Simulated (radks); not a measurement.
Q: Ge4+, 28 electrons, occupied as [Ne] 3s2 3p5 3d10 4p1 (not the ground configuration). Calculated with a radial shooting solver on a logarithmic mesh with Libxc functionals: scalar-relativistic Kohn-Sham, LDA (Slater exchange, Perdew-Zunger correlation), spin-polarised, spherical densities, point nucleus; open shells are filled with parallel spins first. Some entries of the table are withheld. Estimate them.

orbital,occ.,eigenvalue (eV),<r^2> (bohr^2),<r> (bohr)
1s up,1,-11011.04,0.002980,0.04706
1s down,1,-11010.20,0.002980,0.04706
2s up,1,-1434.826,0.05217,0.2103
2s down,1,-1434.159,0.05216,0.2103
2p up,3,-1264.053,0.04137,0.1837
2p down,3,-1263.173,0.04137,0.1837
3s up,1,-230.7513,0.4419,0.6195
3s down,1,-229.0519,0.4428,0.6201
3p up,3,-178.1187,0.4772,0.6377
3p down,2,-176.4357,0.4784,0.6385
3d up,5,-91.0599,0.5896,0.6880
3d down,5,-89.5185,0.5901,0.6884
4s up,0,-57.7374,3.254,1.700
4s down,0,-55.8920,3.251,1.697
4p up,1,(1),4.113,1.907
4p down,0,(2),4.156,1.915
4d up,0,-28.7226,6.995,2.478
4d down,0,-27.0988,7.416,2.548

A: 
(1) 4p up eigenvalue (eV): -45.7232
(2) 4p down eigenvalue (eV): -43.8384
